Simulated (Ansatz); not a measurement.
System: Si2H5Cl, charge 0, singlet. Si2H5Cl (chloro(silyl)silane, SMILES [SiH3][SiH2]Cl).
B3LYP-D3(BJ)/def2-TZVP minimum from Ansatz (an electronic-structure program):
```
Si
H 1 1.4800
H 1 1.4800 2 108.86
Cl 1 2.0782 2 107.66 3 116.43
Si 1 2.3422 2 111.93 3 -124.27
H 5 1.4813 1 109.61 2 -178.83
H 5 1.4813 6 109.49 1 -120.27
H 5 1.4837 6 109.27 7 -119.64
```
Charge 0, spin multiplicity 1.

Quantity: atomisation energy (electronic, to ground-state atoms), in kJ/mol. Open shells are spin-unrestricted; no spin-orbit coupling. CBS(X,Y): correlation extrapolated as X^-3, Hartree-Fock from the larger set. A bracket is a step between two methods taken in the basis named. Functionals run without relativity, which enters their misses. 'core' is core correlation in cc-pwCVTZ (1s frozen past Ne), 'X2C' scalar relativity in cc-pVTZ-DK, both at CCSD(T). Where a partner has so few electrons that a lower coupled-cluster level is exact, that level stands in.

CCSD(T)/CBS(cc-pV(T+d)Z,cc-pV(Q+d)Z) + [CCSDT(Q) - CCSD(T)]/cc-pV(D+d)Z + core + X2C (Ansatz) gives 2305.2 kJ/mol.

### Question
What does PBE/def2-TZVPD (Ansatz) give here, and how do the other levels compare?

### Answer
PBE gives 2249.3 kJ/mol, 55.9 kJ/mol below it. Differences of the others: r2SCAN/def2-TZVPD (Ansatz) -10.3; PBE0/def2-TZVPD (Ansatz) -50.7; CCSD(T)/CBS(cc-pV(T+d)Z,cc-pV(Q+d)Z) + core + X2C (Ansatz) -1.5 kJ/mol. Nearer than PBE: r2SCAN/def2-TZVPD, PBE0/def2-TZVPD, CCSD(T)/CBS(cc-pV(T+d)Z,cc-pV(Q+d)Z) + core + X2C.
